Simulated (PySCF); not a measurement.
Isomers of [C8H16OP]+.

All values: PBE0/pcSseg-1 (PySCF) at PBE0-D3(BJ)/def2-SVP geometries, gas phase, one conformer each.

**Question.** Rank by the lowest IAO charge on any atom, highest value first.
A. `[CH3:1]/[CH:2]=[CH:3]\[P@@H+:4]([CH2:5][CH3:6])[CH2:7][C:8]([CH3:9])=[O:10]` (charge +1) with C2–C3–P4–C5 133°, C3–P4–C5–C6 -178°, C3–P4–C7–C8 70°, P4–C7–C8–C9 -177°
B. `[CH2:1]1[CH2:2][CH:3]([PH+:4]2[CH2:5][CH2:6][O:7][CH2:8][CH2:9]2)[CH2:10]1` (charge +1) with C2–C3–P4–C5 171°, C10–C1–C2–C3 -11°, C1–C2–C3–P4 -105°, C3–P4–C5–C6 172°, P4–C5–C6–O7 1°
C. `[CH3:1][CH2:2][P+:3]1([CH3:4])[CH2:5][CH2:6][C:7](=[O:8])[CH2:9][CH2:10]1` (charge +1) with C1–C2–P3–C4 -177°, C2–P3–C5–C6 177°, P3–C5–C6–C7 -40°, C5–C6–C7–O8 157°, C6–C7–C9–C10 68°

**Answer.** B (-0.494 e), A (-0.529 e), C (-0.639 e).

**Question.** Rank by the lowest Hirshfeld charge on any atom, lowest value first.
A. `[CH3:1]/[CH:2]=[CH:3]\[P@@H+:4]([CH2:5][CH3:6])[CH2:7][C:8]([CH3:9])=[O:10]` (charge +1) with C2–C3–P4–C5 133°, C3–P4–C5–C6 -178°, C3–P4–C7–C8 70°, P4–C7–C8–C9 -177°
B. `[CH3:1][CH2:2][P+:3]1([CH3:4])[CH2:5][CH2:6][C:7](=[O:8])[CH2:9][CH2:10]1` (charge +1) with C1–C2–P3–C4 -177°, C2–P3–C5–C6 177°, P3–C5–C6–C7 -40°, C5–C6–C7–O8 157°, C6–C7–C9–C10 68°
C. `[CH2:1]1[CH2:2][CH:3]([PH+:4]2[CH2:5][CH2:6][O:7][CH2:8][CH2:9]2)[CH2:10]1` (charge +1) with C2–C3–P4–C5 171°, C10–C1–C2–C3 -11°, C1–C2–C3–P4 -105°, C3–P4–C5–C6 172°, P4–C5–C6–O7 1°

**Answer.** B (-0.196 e), A (-0.185 e), C (-0.123 e).

All values together:

```json
{"SMILES": "COC[P@@H+](C)C1=CCCC1", "HOMO (eV)": "-11.50", "LUMO (eV)": "-4.96", "lowest IAO charge (e)": "-0.636 (C)", "highest IAO charge (e)": "+1.087 (P)", "lowest Hirshfeld charge (e)": "-0.124 (O)", "highest Hirshfeld charge (e)": "+0.455 (P)"}
{"SMILES": "C/C=C\\[P@@H+](CC)CC(C)=O", "HOMO (eV)": "-11.59", "LUMO (eV)": "-4.89", "lowest IAO charge (e)": "-0.529 (C)", "highest IAO charge (e)": "+1.076 (P)", "lowest Hirshfeld charge (e)": "-0.185 (O)", "highest Hirshfeld charge (e)": "+0.447 (P)"}
{"SMILES": "C=C(C)[P+]1(C)CCOCC1", "HOMO (eV)": "-11.70", "LUMO (eV)": "-4.90", "lowest IAO charge (e)": "-0.635 (C)", "highest IAO charge (e)": "+1.198 (P)", "lowest Hirshfeld charge (e)": "-0.125 (C)", "highest Hirshfeld charge (e)": "+0.463 (P)"}
{"SMILES": "CC[P+]1(C)CCC(=O)CC1", "HOMO (eV)": "-11.05", "LUMO (eV)": "-4.57", "lowest IAO charge (e)": "-0.639 (C)", "highest IAO charge (e)": "+1.196 (P)", "lowest Hirshfeld charge (e)": "-0.196 (O)", "highest Hirshfeld charge (e)": "+0.473 (P)"}
{"SMILES": "C1CC([PH+]2CCOCC2)C1", "HOMO (eV)": "-12.03", "LUMO (eV)": "-3.61", "lowest IAO charge (e)": "-0.494 (C)", "highest IAO charge (e)": "+1.069 (P)", "lowest Hirshfeld charge (e)": "-0.123 (O)", "highest Hirshfeld charge (e)": "+0.447 (P)"}
```

Conformers: `[CH3:1][O:2][CH2:3][P@@H+:4]([CH3:5])[C:6]1=[CH:7][CH2:8][CH2:9][CH2:10]1` (charge +1) with C1–O2–C3–P4 178°, O2–C3–P4–C5 52°, C3–P4–C6–C7 -121°, C6–C7–C8–C9 13°, C7–C8–C9–C10 -21°, C8–C9–C10–C6 21°, P4–C6–C10–C9 169°; `[CH3:1]/[CH:2]=[CH:3]\[P@@H+:4]([CH2:5][CH3:6])[CH2:7][C:8]([CH3:9])=[O:10]` (charge +1) with C2–C3–P4–C5 133°, C3–P4–C5–C6 -178°, C3–P4–C7–C8 70°, P4–C7–C8–C9 -177°; `[CH2:1]=[C:2]([CH3:3])[P+:4]1([CH3:5])[CH2:6][CH2:7][O:8][CH2:9][CH2:10]1` (charge +1) with C1–C2–P4–C5 -153°, C2–P4–C6–C7 97°, P4–C6–C7–O8 -37°, C6–C7–O8–C9 85°, C7–O8–C9–C10 -47°; `[CH3:1][CH2:2][P+:3]1([CH3:4])[CH2:5][CH2:6][C:7](=[O:8])[CH2:9][CH2:10]1` (charge +1) with C1–C2–P3–C4 -177°, C2–P3–C5–C6 177°, P3–C5–C6–C7 -40°, C5–C6–C7–O8 157°, C6–C7–C9–C10 68°; `[CH2:1]1[CH2:2][CH:3]([PH+:4]2[CH2:5][CH2:6][O:7][CH2:8][CH2:9]2)[CH2:10]1` (charge +1) with C2–C3–P4–C5 171°, C10–C1–C2–C3 -11°, C1–C2–C3–P4 -105°, C3–P4–C5–C6 172°, P4–C5–C6–O7 1°.
